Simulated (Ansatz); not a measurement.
CH4BeO (SMILES [CH3][Be][OH]) moved off its minimum; all values from Ansatz (a quantum-chemistry and plane-wave program), cores frozen in correlated methods.
(charge 0, multiplicity 1)
```xyz
7

Be    -0.09083    -0.05306     0.04538
C      0.92281     0.50276    -1.09211
H      1.92426     0.00003    -1.02626
H      1.18056     1.53215    -0.98990
H      0.59259     0.39760    -2.09709
O     -0.92884    -0.59185     1.13961
H     -1.83751    -0.41629     1.30506
```

| level | largest force (eV/Å) | on atom | rms difference from CCSD(T)/cc-pVTZ (eV/Å) | dipole (D) |
|---|---|---|---|---|
| HF/def2-TZVPP | 3.29 | Be1 | 0.376 | 1.37 |
| PBE/def2-TZVPP | 2.51 | Be1 | 0.180 | 1.15 |
| r2SCAN/def2-TZVPP | 2.62 | Be1 | 0.083 | 1.20 |
| B3LYP/def2-TZVPP | 2.68 | Be1 | 0.065 | 1.22 |
| wB97M-V/def2-TZVPP | 2.64 | Be1 | 0.073 | 1.23 |
| MP2/cc-pVTZ | 2.78 | Be1 | 0.062 | 1.21 |
| CCSD(T)/cc-pVTZ | 2.87 | Be1 | 0.000 | 1.21 |

The differences count from one level among others, with limits of its own. Forces at CCSD(T)/cc-pVTZ (eV/Å):

| atom | Fx | Fy | Fz |
|---|---|---|---|
| Be1 | -1.727 | -0.963 | 2.082 |
| C2 | 1.907 | -0.470 | -0.090 |
| H3 | -0.741 | 0.098 | -0.084 |
| H4 | 0.040 | 1.086 | 0.257 |
| H5 | -0.378 | -0.286 | -1.016 |
| O6 | 1.651 | 0.356 | -1.243 |
| H7 | -0.751 | 0.178 | 0.093 |
